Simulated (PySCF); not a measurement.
Molfile (atoms numbered from 1):
```
C3H8O3S
     RDKit          3D

 15 14  0  0  0  0  0  0  0  0999 V2000
   -1.9100    0.3879   -0.2894 C   0  0  0  0  0  0  0  0  0  0  0  0
   -0.9744   -0.7782   -0.0176 C   0  0  0  0  0  0  0  0  0  0  0  0
    0.4809   -0.5274   -0.3918 C   0  0  0  0  0  0  0  0  0  0  0  0
    1.2899    0.5910    0.7219 S   0  0  0  0  0  6  0  0  0  0  0  0
    0.8050    1.9131    0.5152 O   0  0  0  0  0  0  0  0  0  0  0  0
    1.3216    0.0105    2.0308 O   0  0  0  0  0  0  0  0  0  0  0  0
    2.7845    0.5583    0.1560 O   0  0  0  0  0  0  0  0  0  0  0  0
   -1.8669    0.6886   -1.3395 H   0  0  0  0  0  0  0  0  0  0  0  0
   -1.6552    1.2596    0.3132 H   0  0  0  0  0  0  0  0  0  0  0  0
   -2.9402    0.1062   -0.0643 H   0  0  0  0  0  0  0  0  0  0  0  0
   -1.2979   -1.6504   -0.5934 H   0  0  0  0  0  0  0  0  0  0  0  0
   -1.0213   -1.0714    1.0350 H   0  0  0  0  0  0  0  0  0  0  0  0
    0.5846   -0.0923   -1.3884 H   0  0  0  0  0  0  0  0  0  0  0  0
    1.0649   -1.4486   -0.3458 H   0  0  0  0  0  0  0  0  0  0  0  0
    3.3202    0.0367    0.7680 H   0  0  0  0  0  0  0  0  0  0  0  0
  1  2  1  0
  2  3  1  0
  3  4  1  0
  4  5  2  0
  4  6  2  0
  4  7  1  0
  1  8  1  0
  1  9  1  0
  1 10  1  0
  2 11  1  0
  2 12  1  0
  3 13  1  0
  3 14  1  0
  7 15  1  0
M  END
```

Geometry: PBE0-D3(BJ)/def2-TZVP; GIAO absolute shieldings from PySCF 2.14.0 with density-fitted response routines, gas phase, non-relativistic, averaged over equivalent atoms.

At PBE0/pcSseg-2 (371 basis functions, 58 s wall time on 1 thread of an Intel Xeon 6975P-C, shared host):
```
    atoms  σ (ppm)
       C3    127.3
       C2    165.1
       C1    171.4
       S4    162.8
    O5/O6    104.2
       O7    125.0
      H15    26.55
  H13/H14    28.62
  H11/H12    29.63
H8/H9/H10    30.33
```

**Question.** Estimate the result of repeating the calculation with B97-2/pcSseg-2.

**Answer.** 
| atoms | σ at B97-2/pcSseg-2 | change |
| --- | --- | --- |
| C3 | 127.3 | +0.0 |
| C2 | 163.7 | -1.4 |
| C1 | 170.3 | -1.1 |
| S4 | 167.7 | +4.9 |
| O5/O6 | 107.8 | +3.6 |
| O7 | 127.7 | +2.7 |
| H15 | 26.68 | +0.13 |
| H13/H14 | 28.72 | +0.10 |
| H11/H12 | 29.74 | +0.11 |
| H8/H9/H10 | 30.42 | +0.09 |

The largest change is at S4 (sulfonyl sulfur). Cost: 371 basis functions, 55 s wall time on 1 thread of an Intel Xeon 6975P-C, shared host. The order of the carbon signals is the same at both levels.
